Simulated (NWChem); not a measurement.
System: ammonium (NH₄ cation); SMILES [NH4+]

```xyz
5

N      0.0000     0.0000     0.0000
H     -0.5910    -0.5910    -0.5910
H      0.5910     0.5910    -0.5910
H     -0.5910     0.5910     0.5910
H      0.5910    -0.5910     0.5910
```
Atoms are numbered in this order, from 1.

Computed with NWChem. Structure relaxed at the PBE0-D3(BJ)/def2-TZVP level.

**Question.** Taking B3LYP/def2-QZVP as the yardstick, which of these has the fewest basis functions while keeping “highest occupied level (eV)” within 0.05 eV of it: B3LYP/3-21G; B3LYP/def2-TZVPP; B3LYP/pcseg-1; B3LYP/aug-pcseg-1; B3LYP/pcseg-2?

**Answer.** B3LYP/aug-pcseg-1.
| level | basis functions | highest occupied level (eV) |
|---|---|---|
| B3LYP/3-21G | 17 | -22.59 |
| B3LYP/pcseg-1 | 34 | -22.57 |
| B3LYP/aug-pcseg-1 | 59 | -22.54 |
| B3LYP/pcseg-2 | 86 | -22.51 |
| B3LYP/def2-TZVPP | 87 | -22.50 |
| B3LYP/def2-QZVP | 177 | -22.51 |

The yardstick is one finite set, not the basis-set limit.
